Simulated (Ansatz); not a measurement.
`FC([SiH3])B[SiH3]` → `BC([SiH3])[SiH2]F`  (isomerisation)

Computed with Ansatz on PBE0-D4/def2-TZVP structures; ΔE is electronic, products minus reactants. CCSD(T)/CBS is the MP2 limit (def2-TZVPP, def2-QZVPP) plus CCSD(T) − MP2 in def2-TZVPP, frozen cores. DFT in def2-TZVPP. B3LYP here is the variant with VWN-RPA as its local correlation; programs differ in this. One conformer a species, not always the lowest.

`FC([SiH3])B[SiH3]`:

```xyz
13

F    -0.776   -2.201    1.275
C    -0.031   -1.175    0.717
Si   -0.703    0.537    1.418
B    -0.285   -0.766   -0.710
Si    0.937    0.544   -1.640
H     0.990   -1.218    1.109
H    -1.790    1.093    0.570
H     0.412    1.510    1.502
H    -1.239    0.204    2.758
H    -1.274   -1.148   -1.264
H     2.146    0.895   -0.842
H     0.223    1.807   -1.977
H     1.390   -0.083   -2.914
```

`BC([SiH3])[SiH2]F`:

```xyz
13

B    -0.752    1.455   -0.497
C     0.289    0.327   -0.466
Si   -0.565   -1.335   -0.762
Si    1.000    0.164    1.246
F     1.427    1.599    1.816
H    -0.709    2.327   -1.314
H    -1.635    1.468    0.315
H     1.091    0.428   -1.204
H    -1.910   -1.349   -0.136
H     0.248   -2.433   -0.166
H    -0.688   -1.577   -2.221
H     2.221   -0.677    1.222
H    -0.018   -0.398    2.166
```

```
            species  B3LYP energy (Eh)
`FC([SiH3])B[SiH3]`         -746.68844
`BC([SiH3])[SiH2]F`         -746.78990
```

Q: Work out ΔE.

A: ΔE = (-746.78990) − (-746.68844) = -0.10146 Eh = -63.7 kcal/mol. CCSD(T)/CBS gives -68.6 kcal/mol.

Largest T1 diagnostic among the species: 0.014.

From PBE to PBE0 (25 % exact exchange), in def2-TZVPP and without D4, ΔE moves by −4.4 kcal/mol.
